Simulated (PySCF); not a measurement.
## Electron correlation in Ni (nickel, neutral)

[Ar] 3d8 4s1 4p1, one real determinant (an excited configuration). Calculation: PySCF 2.14, in x2c-TZVPPall with one added diffuse shell each of s, p, d, f type (7s6p5d3f1g, 80 functions); scalar relativity by spin-free X2C-1e. Frozen: [Ne]; 18 electrons correlated.

| level | correlation energy (mhartree) |
| --- | --- |
| CCSD | -593.81 |
| (T) | -13.69 |
| CCSD(T) | -607.50 |

Diagnostics: T1 = 0.014, D1 = 0.0463, largest double amplitude 0.024.

Task: Is a single reference adequate?

Result: Yes: T1 lies below 0.03 and no double amplitude reaches 0.07.

The reference is one real determinant that mixes LS terms of this configuration.

This basis was not built for core-valence correlation, so the inner-shell part is incomplete.
